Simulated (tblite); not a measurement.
Species: C₆H₈Cl₂O₂.
Atom-mapped SMILES: `[CH3:1][C:2](=[O:3])[O:4]/[CH:5]=[C:6](/[CH3:7])[CH:8]([Cl:9])[Cl:10]` (hydrogens: H11, H12, H13 on C1; H14 on C5; H15, H16, H17 on C7; H18 on C8)

Computed with GFN2-xTB (tblite), gas phase: L-BFGS steps from a force-field or distance-geometry start until the largest atomic force falls under 0.01 eV/Å.

Step 0: E = -929.3084 eV
```
atom  x, y, z in Å  |  force x, y, z in eV/Å
C1      3.2628   -0.3526    0.9026   -0.303   0.194   0.050
C2      2.2113   -0.5324   -0.1723    0.598  -0.373  -0.423
O3      2.4568   -1.0048   -1.2675   -1.012   0.768   1.383
O4      0.9990   -0.1008    0.3034    0.187  -0.480  -1.066
C5     -0.0823   -0.2180   -0.5594   -0.338   0.266   0.276
C6     -1.3342    0.1632   -0.2415    0.566  -0.122  -0.117
C7     -2.4407    0.0171   -1.2500   -0.298  -0.040   0.120
C8     -1.6640    0.7471    1.1175    0.135  -0.420  -0.600
Cl9    -2.2874    2.4000    0.9640   -0.125   0.054  -0.056
Cl10   -2.8492   -0.2833    1.9769   -0.033   0.066  -0.114
H11     2.9902   -0.9450    1.7817    0.003   0.254  -0.136
H12     4.2201   -0.6933    0.5306    0.084  -0.013  -0.083
H13     3.3281    0.7105    1.1722   -0.068  -0.393   0.022
H14     0.1776   -0.6335   -1.5382   -0.144   0.140   0.358
H15    -2.8926    0.9918   -1.4832    0.118  -0.280   0.229
H16    -3.2282   -0.6492   -0.8589    0.279   0.358  -0.069
H17    -2.0811   -0.4110   -2.1856    0.095   0.047   0.191
H18    -0.7946    0.8005    1.7627    0.254  -0.026   0.035
```

Step 1: E = -929.3585 eV
```
atom  x, y, z in Å  |  force x, y, z in eV/Å
C1      3.2585   -0.3499    0.9033    0.002  -0.035  -0.058
C2      2.2198   -0.5378   -0.1783   -0.048   0.539   1.520
O3      2.4423   -0.9939   -1.2478   -0.309  -0.306  -1.012
O4      1.0016   -0.1076    0.2881    0.057  -0.213  -0.443
C5     -0.0871   -0.2141   -0.5555    0.392  -0.067  -0.165
C6     -1.3261    0.1615   -0.2431   -0.298   0.068  -0.027
C7     -2.4449    0.0166   -1.2482    0.133  -0.018   0.071
C8     -1.6621    0.7411    1.1089    0.234  -0.246  -0.261
Cl9    -2.2892    2.4008    0.9632   -0.086  -0.036  -0.071
Cl10   -2.8497   -0.2824    1.9753   -0.007   0.069  -0.150
H11     2.9902   -0.9414    1.7797   -0.040   0.187  -0.056
H12     4.2213   -0.6935    0.5294   -0.062   0.049  -0.003
H13     3.3271    0.7049    1.1725   -0.074  -0.164   0.058
H14     0.1755   -0.6315   -1.5331   -0.193   0.127   0.281
H15    -2.8909    0.9878   -1.4799    0.058  -0.129   0.197
H16    -3.2242   -0.6441   -0.8598    0.091   0.178   0.044
H17    -2.0797   -0.4103   -2.1829    0.060   0.043   0.176
H18    -0.7909    0.8002    1.7632    0.092  -0.045  -0.100
```

Step 2: E = -929.3856 eV
```
atom  x, y, z in Å  |  force x, y, z in eV/Å
C1      3.2565   -0.3490    0.9029    0.240  -0.106   0.041
C2      2.2231   -0.5335   -0.1622   -0.124  -0.084  -0.224
O3      2.4319   -0.9927   -1.2513   -0.277   0.102   0.094
O4      1.0036   -0.1134    0.2757   -0.020   0.052   0.199
C5     -0.0845   -0.2132   -0.5557    0.177  -0.068  -0.232
C6     -1.3261    0.1615   -0.2442   -0.133  -0.001  -0.073
C7     -2.4452    0.0161   -1.2466    0.275   0.006   0.028
C8     -1.6583    0.7353    1.1018    0.195  -0.079  -0.007
Cl9    -2.2911    2.4007    0.9620   -0.051  -0.094  -0.074
Cl10   -2.8500   -0.2811    1.9726    0.007   0.059  -0.159
H11     2.9897   -0.9374    1.7781   -0.051   0.114   0.043
H12     4.2211   -0.6929    0.5288   -0.107   0.057   0.004
H13     3.3257    0.7003    1.1734   -0.052   0.008   0.097
H14     0.1722   -0.6290   -1.5273   -0.149   0.035   0.039
H15    -2.8895    0.9844   -1.4760    0.014  -0.015   0.160
H16    -3.2213   -0.6396   -0.8597   -0.031   0.053   0.111
H17    -2.0784   -0.4095   -2.1794    0.063   0.021   0.124
H18    -0.7881    0.7994    1.7621    0.024  -0.060  -0.171
```

Q: Estimate the geometry and energy of step 3. (The exact step hangs on the optimiser's Hessian estimate; all steps are aligned on step 2, rigid shifts and turns removed.)

A: E = -929.3927 eV, largest force 0.292 eV/Å
```
atom  x, y, z in Å  |  force x, y, z in eV/Å
C1      3.2596   -0.3504    0.9034    0.040  -0.021   0.015
C2      2.2220   -0.5338   -0.1620   -0.089  -0.032  -0.079
O3      2.4257   -0.9910   -1.2508   -0.200   0.031  -0.046
O4      1.0037   -0.1139    0.2759   -0.053   0.067   0.214
C5     -0.0813   -0.2140   -0.5591   -0.156   0.086   0.032
C6     -1.3281    0.1615   -0.2455    0.266  -0.088  -0.084
C7     -2.4413    0.0161   -1.2458    0.080   0.002   0.048
C8     -1.6547    0.7329    1.1002    0.077  -0.034  -0.026
Cl9    -2.2922    2.3993    0.9607   -0.032  -0.103  -0.070
Cl10   -2.8500   -0.2800    1.9698    0.012   0.046  -0.147
H11     2.9889   -0.9349    1.7784   -0.043   0.073   0.070
H12     4.2195   -0.6920    0.5288    0.013   0.011  -0.031
H13     3.3247    0.6994    1.1750   -0.037   0.001   0.082
H14     0.1693   -0.6280   -1.5255   -0.078  -0.039  -0.134
H15    -2.8889    0.9834   -1.4729    0.021  -0.003   0.142
H16    -3.2211   -0.6378   -0.8581    0.009   0.066   0.090
H17    -2.0772   -0.4090   -2.1769    0.089  -0.007   0.056
H18    -0.7872    0.7984    1.7595    0.082  -0.059  -0.131
```

The energy changes by -0.0071 eV. The first-order estimate −F·Δx gives -0.0105 eV and the mean of the old and new forces, exact on a quadratic surface, -0.0071 eV. The step makes an angle of 28° with the force vector and moves no atom by more than 0.006 Å.

The cost below is that of the whole relaxation. Time: 0.72 s wall. Hardware: one thread, Intel Xeon Platinum 8259CL at 2.50 GHz (x86_64), on a shared host.
